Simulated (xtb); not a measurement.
K(OH) (HKO), SMILES [OH][K]. All values are semi-empirical tight-binding results from xtb (GFN2-xTB unless named), good for trends rather than for accurate numbers. Geometry optimised at GFN2-xTB. The isomer is the one that the SMILES or the coordinates give; other isomers of the formula were not compared.

Optimised geometry:

```xyz
3

K     -0.0092     0.7207     0.0000
O      0.0833    -1.4365     0.0000
H     -0.4919    -2.2020     0.0000
```
Charge 0, spin multiplicity 1.

For metal compounds this method's bond lengths and energies can be far off.

Computed properties:
The point group as xtb finds it is Cs. The orbital gap is 0.82 eV, the zero-point energy is 6.2 kcal/mol and the G − E(el) at 298.15 K (modified RRHO) is -8.5 kcal/mol.

Computed atomic charges and the Wiberg bond orders between heavy atoms:
charges (e) K1 0.65, O2 -0.85, H3 0.20. Bond orders K1–O2 0.62.
